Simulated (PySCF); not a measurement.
## A small calculation by hand: refractive index and permittivity of the vapour

SnH2FBr, SMILES [F][SnH2][Br].

Geometry optimised at PBE-D3(BJ)/def2-SVP. The def2 effective core potentials stand for the cores of Sn; spin–orbit coupling is left out.

PBE/def2-TZVPD (PySCF) gives a mean static polarisability of 65.8 bohr³ and a dipole moment of 2.82 D. Take an ideal gas at 298.15 K and 0.1 bar, whether or not the substance is that volatile.

Work out n − 1 in the optical limit and the static ε − 1.


Polarisability volume α' = 65.8 × 0.148185 = 9.75 Å³. Number density N = p/kT = 2.43e-6 Å⁻³.
Dilute limit of Lorentz–Lorenz: n − 1 = 2π N α' = 0.00015.
Orientation term of Debye: μ²/(3kT) = 8.098 Å³ × μ²(D²) = 64.40 Å³.
ε − 1 = 4π N (α' + μ²/3kT) = 0.0023. Orientation of the dipole supplies 87 % of the static response; it can't follow optical fields. Vibrational polarisation and dispersion are left out.
